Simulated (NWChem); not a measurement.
System: Ga cation, singlet

NWChem input:

```
start job
memory heap 200 mb stack 900 mb global 1100 mb
charge 1
geometry units angstroms noautoz
  Ga     0.000000     0.000000     0.000000
end
basis spherical
  Ga library def2-tzvp
end
dft
  xc b3lyp
  iterations 150
  mulliken
end
task dft energy
```

Parts of the log:

```
             Northwest Computational Chemistry Package (NWChem) 7.3.0
             --------------------------------------------------------

                             Geometry "geometry" -> ""
                             -------------------------

 Output coordinates in angstroms (scale by  1.889725989 to convert to a.u.)

  No.       Tag          Charge          X              Y              Z
 ---- ---------------- ---------- -------------- -------------- --------------
    1 Ga                  31.0000     0.00000000     0.00000000     0.00000000

 Effective nuclear repulsion energy (a.u.)       0.0000000000

                                 NWChem DFT Module
                                 -----------------

 Summary of "ao basis" -> "ao basis" (spherical)
 ------------------------------------------------------------------------------
       Tag                 Description            Shells   Functions and Types
 ---------------- ------------------------------  ------  ---------------------
 Ga                        def2-tzvp                16       48   6s5p4d1f

            General Information
            -------------------
          SCF calculation type: DFT
          Wavefunction type:  closed shell.
          No. of atoms     :     1
          No. of electrons :    30
           Alpha electrons :    15
            Beta electrons :    15
          Charge           :     1
          Spin multiplicity:     1
          Use of symmetry is: off; symmetry adaption is: off
          Maximum number of iterations: 150
          AO basis - number of functions:    48
                     number of shells:    16
          Convergence on energy requested:  1.00D-06
          Convergence on density requested:  1.00D-05
          Convergence on gradient requested:  5.00D-04

              XC Information
              --------------
                         B3LYP Method XC Potential
                     Hartree-Fock (Exact) Exchange  0.200
                        Slater Exchange Functional  0.800 local
                    Becke 1988 Exchange Functional  0.720 non-local
              Lee-Yang-Parr Correlation Functional  0.810
                  VWN I RPA Correlation Functional  0.190 local

             Grid Information
             ----------------
          Grid used for XC integration:  medium
          Radial quadrature: Mura-Knowles
          Angular quadrature: Lebedev.
          Tag              B.-S. Rad. Rad. Pts. Rad. Cut. Ang. Pts.
          ---              ---------- --------- --------- ---------
          Ga                  1.30      112           7.0       590
          Grid pruning is: on
          Number of quadrature shells:   112
          Spatial weights used:  Erf1

      Superposition of Atomic Density Guess
      -------------------------------------

 Sum of atomic energies:       -1923.22468428

 Renormalizing density from      31.00 to     30

      Non-variational initial energy
      ------------------------------

 Total energy =   -1884.858138
 1-e energy   =   -2598.305238
 2-e energy   =     713.447099
 HOMO         =      -0.905456
 LUMO         =      -0.369365

     ---------------------------------------------
      Total Density - Mulliken Population Analysis
     ---------------------------------------------

    Atom       Charge   Shell Charges
 -----------   ------   -------------------------------------------------------
    1 Ga  31    30.00   2.00  2.00  1.33  0.65  1.62  0.40  5.99  4.74  1.25  0.02 -0.00  9.56  0.31  0.13 -0.01  0.00

   convergence    iter        energy       DeltaE   RMS-Dens  Diis-err
 ---------------- ----- ----------------- --------- --------- ---------
 d= 0,ls=0.0,diis     1  -1923.9347751141 -1.92D+03  5.67D-02  2.09D+01
 d= 0,ls=0.0,diis     2  -1922.3664737608  1.57D+00  3.52D-02  6.91D+01
 d= 0,ls=0.0,diis     3  -1924.6383486969 -2.27D+00  3.36D-03  3.84D-02
 d= 0,ls=0.0,diis     4  -1924.6404285819 -2.08D-03  2.10D-04  1.84D-03
 d= 0,ls=0.0,diis     5  -1924.6404976576 -6.91D-05  1.26D-05  1.53D-06
 d= 0,ls=0.0,diis     6  -1924.6404977364 -7.88D-08  3.27D-07  1.58D-09

         Total DFT energy =    -1924.640497736369
      One electron energy =    -2674.140255247601
           Coulomb energy =      824.340058535847
    Exchange-Corr. energy =      -74.840301024614
 Nuclear repulsion energy =        0.000000000000

 Numeric. integr. density =       29.999999999869

                       DFT Final Molecular Orbital Analysis
                       ------------------------------------

 Vector   13  Occ=2.000000D+00  E=-1.136510D+00
              MO Center=  1.9D-15,  1.8D-15, -1.5D-15, r^2= 2.3D-01
   Bfn.  Coefficient  Atom+Function         Bfn.  Coefficient  Atom+Function
  ----- ------------  ---------------      ----- ------------  ---------------
    22      0.627066  1 Ga d -2              23     -0.601887  1 Ga d -1
    25      0.194774  1 Ga d  1              27      0.141955  1 Ga d -2
    28     -0.136255  1 Ga d -1              26     -0.124440  1 Ga d  2
    30      0.044093  1 Ga d  1              31     -0.028171  1 Ga d  2

 Vector   14  Occ=2.000000D+00  E=-1.136510D+00
              MO Center=  2.2D-15,  2.9D-16,  3.8D-16, r^2= 2.3D-01
   Bfn.  Coefficient  Atom+Function         Bfn.  Coefficient  Atom+Function
  ----- ------------  ---------------      ----- ------------  ---------------
    25      0.825403  1 Ga d  1              22     -0.343690  1 Ga d -2
    30      0.186854  1 Ga d  1              23     -0.082797  1 Ga d -1
    27     -0.077804  1 Ga d -2              26     -0.042608  1 Ga d  2
    24      0.031202  1 Ga d  0

[...]
```

Level: B3LYP/def2-TZVP. Low-valent species are run as closed-shell singlets; no triplet was tried in these runs.
